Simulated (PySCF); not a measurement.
# SMILES COC1=C[C@H]2C=C[C@@H]1C=C2, C₉H₁₀O

Geometry:
```tsv
atom	x (Å)	y (Å)	z (Å)
C1	2.651	-0.293	0.015
O2	1.622	0.644	-0.150
C3	0.374	0.158	-0.121
C4	-0.071	-1.095	0.039
C5	-1.603	-1.148	-0.002
C6	-2.101	-0.184	1.081
C7	-1.634	1.053	0.928
C8	-0.732	1.195	-0.301
C9	-1.557	0.715	-1.498
C10	-2.024	-0.521	-1.335
H11	3.601	0.255	-0.031
H12	2.628	-1.055	-0.785
H13	2.570	-0.807	0.989
H14	0.527	-1.992	0.183
H15	-1.985	-2.167	0.128
H16	-2.766	-0.516	1.879
H17	-1.847	1.902	1.578
H18	-0.309	2.198	-0.427
H19	-1.722	1.353	-2.367
H20	-2.642	-1.064	-2.053
```

The calculation used TDDFT CAM-B3LYP/aug-cc-pVDZ excited states, vertical, gas phase (PySCF). Geometry: PBE0-D3(BJ)/def2-SVP.

Task: How strongly do the lowest singlets absorb one photon, and two photons of half the energy?

Result: δ for parallel linear polarisation; σ at the peak of a Lorentzian of half width 0.1 eV, single beam; Ω is circular over linear.
| state | E (eV) | f | photon λ (nm) | δ (au) | σ (GM) | Ω | main |
| --- | --- | --- | --- | --- | --- | --- | --- |
| S1 | 4.65 | 0.001 | 533 | 0.77 | 0.01 | 1.50 | HOMO→LUMO+3 0.80, HOMO→LUMO+7 0.10 |
| S2 | 5.05 | 0.004 | 491 | 40.6 | 0.38 | 0.06 | HOMO→LUMO+5 0.66, HOMO→LUMO+9 0.29 |
| S3 | 5.07 | 0.002 | 489 | 35.9 | 0.34 | 1.50 | HOMO→LUMO 0.85 |
| S4 | 5.52 | 0.010 | 449 | 105 | 1.17 | 1.50 | HOMO→LUMO+1 0.48, HOMO→LUMO+2 0.37 |
| S5 | 5.58 | 0.000 | 444 | 10.2 | 0.12 | 1.50 | HOMO→LUMO+2 0.43, HOMO→LUMO+1 0.33 |
| S6 | 5.72 | 0.006 | 433 | 106 | 1.27 | 0.78 | HOMO→LUMO+4 0.85 |

Among these, the strongest one-photon state is S4, the strongest two-photon state S6, with a dipole change of 3.5 D (relaxed, norm of the difference vector).
